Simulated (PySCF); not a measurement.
Predicted microwave data (wB97X-D/def2-SVPD in PySCF (dipole) on a GFN2-xTB geometry, gas phase) for one isomer of C6H5FSi:

- Rotational constants: A = 2874, B = 1080, C = 879.4 MHz
- Dipole components: |μa| = 1.00 D, |μb| = 1.58 D, |μc| = 0.59 D
- Inertial defect: -69.12 u·Å²
- κ: -0.80

Task: Which candidate fits, each taken in the one conformer that was computed?
A. `C#CC1=C(F)[SiH2]C=C1`
B. `C1[SiH2]C=C(C=1C#C)F`
C. `C#C[C@@H]1[C@@H](F)[Si@@H]1C#C`
D. `C#CC1=CC(F)=C[SiH2]1`
E. `C#C[C@@H]1[C@@H](F)[Si@H]1C#C`

Result: E. It is C#C[C@@H]1[C@@H](F)[Si@H]1C#C, an asymmetric top, point group C1. The candidates at the same level (rigid rotor, commonest isotopes):

```tsv
SMILES	A (MHz)	B (MHz)	C (MHz)	μa (D)	μb (D)	μc (D)	Δ (u·Å²)	point group	rotor
C#CC1=C[SiH2]C=C1F	3118	1371	963.2	0.98	1.28	0.00	-6.01	Cs	asymmetric top
C#CC1=C(F)[SiH2]C=C1	3071	1401	973.4	0.99	1.30	0.00	-6.05	Cs	asymmetric top
C#C[C@@H]1[C@@H](F)[Si@@H]1C#C	1923	1448	930.0	2.33	0.10	0.29	-68.57	C1	asymmetric top
C#CC1=CC(F)=C[SiH2]1	3159	1218	888.6	0.89	0.96	0.00	-6.02	Cs	asymmetric top
C#C[C@@H]1[C@@H](F)[Si@H]1C#C	2874	1080	879.4	1.00	1.58	0.59	-69.12	C1	asymmetric top
```

`C#C[C@@H]1[C@@H](F)[Si@@H]1C#C` has B 34 % too high; `C#CC1=C(F)[SiH2]C=C1` has B 30 % too high; `C#CC1=CC(F)=C[SiH2]1` has B 13 % too high; `C#CC1=C[SiH2]C=C1F` has B 27 % too high. No structure here is proved a minimum.
